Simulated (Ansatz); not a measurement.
System: H₃GeOF, charge 0, singlet. H3GeOF (SMILES [GeH2]([F])[OH]).
B3LYP-D3(BJ)/def2-TZVP minimum from Ansatz (a quantum-chemistry and plane-wave program):
```
Ge
F 1 1.7501
O 1 1.7713 2 107.65
H 3 0.9628 1 113.87 2 65.94
H 1 1.5266 2 107.83 3 -114.06
H 1 1.5352 5 117.69 3 -126.47
```

Total energies in hartree (Ansatz). UHF or UKS for unpaired electrons; spin-orbit terms are left out. Cores are frozen in correlated methods (noble-gas shells, and filled d and f shells in the p block). No relativity. Where a partner has so few electrons that a lower coupled-cluster level is exact, that level stands in.

```csv
species,HF/cc-pVTZ,CCSD(T)/cc-pVTZ,HF/cc-pVQZ,CCSD(T)/cc-pVQZ,CCSD(T)/cc-pVDZ,CCSDT(Q)/cc-pVDZ
1: H3GeOF (SMILES [OH][GeH2][F]),-2251.58695,-2252.24229,-2251.60797,-2252.31407,-2251.94935,-2251.95128
2: Ge (triplet),-2075.36107,-2075.42794,-2075.36359,-2075.43284,-2075.34866,-2075.34895
3: O (triplet),-74.81176,-74.97396,-74.81729,-74.99357,-74.90995,-74.91013
4: F (doublet),-99.40552,-99.62036,-99.41377,-99.65026,-99.52757,-99.52776
5: H (doublet),-0.49981,-0.49981,-0.49995,-0.49995,-0.49928,-0.49928
```

**Question.** Work out the atomisation energy (electronic, to ground-state atoms) in kJ/mol: take Hartree-Fock from cc-pVQZ, extrapolate the CCSD(T) correlation energy as X^-3 (X = 3, 4), and add CCSDT(Q) - CCSD(T) in cc-pVDZ. 1 hartree = 2625.5 kJ/mol.

**Answer.** 
Species 1: correlation (64·(-0.70610) - 27·(-0.65534))/37 = -0.74314; step -0.00193; E1 = -2251.60797 + (-0.74314) + (-0.00193) = -2252.35304
Species 2: correlation (64·(-0.06925) - 27·(-0.06687))/37 = -0.07099; step -0.00029; E2 = -2075.36359 + (-0.07099) + (-0.00029) = -2075.43487
Species 3: correlation (64·(-0.17628) - 27·(-0.16220))/37 = -0.18655; step -0.00018; E3 = -74.81729 + (-0.18655) + (-0.00018) = -75.00402
Species 4: correlation (64·(-0.23649) - 27·(-0.21484))/37 = -0.25229; step -0.00019; E4 = -99.41377 + (-0.25229) + (-0.00019) = -99.66625
Species 5: correlation (64·(0.00000) - 27·(0.00000))/37 = 0.00000; step +0.00000; E5 = -0.49995 + (0.00000) + (+0.00000) = -0.49995
-1·E1 +1·E2 +1·E3 +1·E4 +3·E5 = 0.74805 hartree = 1964.0 kJ/mol.
